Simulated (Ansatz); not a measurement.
Coupled-cluster diagnostics for the cluster Rb2F (the lowest doublet isomer of a short search), Ansatz.

Geometry of the doublet (r2SCAN-D4/def2-TZVP):

```xyz
3

Rb   -0.9712    1.9517    0.3807
Rb    1.5120   -1.4558   -0.7013
F    -0.5408   -0.4959    0.3206
```

In the def2 sets Rb takes a core potential; there is no spin–orbit coupling. Correlated methods freeze 1 core orbital; core or outer-core shells of Rb are correlated, in sets that lack core-valence functions. In the quartet geometry the species has come apart into loosely held pieces. At PBE0-D4/def2-TZVPD a triplet of charge -1 lies 0.06 eV below the restricted singlet at the same geometry. The structure comes from a short search, and lower isomers may exist.

Geometry of the charge 0 quartet (r2SCAN-D4/def2-TZVP):

```xyz
3

Rb    0.4400   -2.0260   -2.3077
Rb    2.1090    1.4707    1.7361
F    -2.5490    0.5553    0.5716
```

Problem. Estimate the CCSD(T) correlation energy, the shares of MP2 and (T), T1 and the reference's ⟨S²⟩ for: charge 0, doublet, own geometry in def2-TZVPP; charge 0, doublet, own geometry in def2-TZVPD; charge 0, quartet, own geometry in def2-TZVPP; charge 1, singlet, vertical in def2-TZVPP; charge -1, singlet, vertical in def2-TZVPD; and the rough time on 4 threads of Arm Neoverse V2 on a shared host.

Solution. 
```
                          state       basis  correlation (eV)  MP2 share (%)  (T) share (%)     T1  ⟨S²⟩ (pure)  wall time                                             remarks
charge 0, doublet, own geometry  def2-TZVPP           -13.382           94.0            2.3  0.018  0.75 (0.75)      6.5 s                                                   –
charge 0, doublet, own geometry  def2-TZVPD           -11.947           95.0            2.6  0.020  0.75 (0.75)        7 s                                                   –
charge 0, quartet, own geometry  def2-TZVPP           -11.753           90.4            1.7  0.014  3.75 (3.75)      7.5 s                                                   –
    charge 1, singlet, vertical  def2-TZVPP           -13.130           94.2            2.2  0.010  0.00 (0.00)      1.8 s                                                   –
   charge -1, singlet, vertical  def2-TZVPD           -12.723           93.3            3.2  0.033  0.00 (0.00)       12 s  HOMO above zero, large T1, restricted SCF unstable
```
Customary marks for T1 are 0.02 (closed shells), 0.045 (open shells) and about 0.05 (3d metals). T1 exceeds 0.02 in 2 of 5 rows and 0.045 in 0; the higher it lies, the less the single-reference result can be trusted.
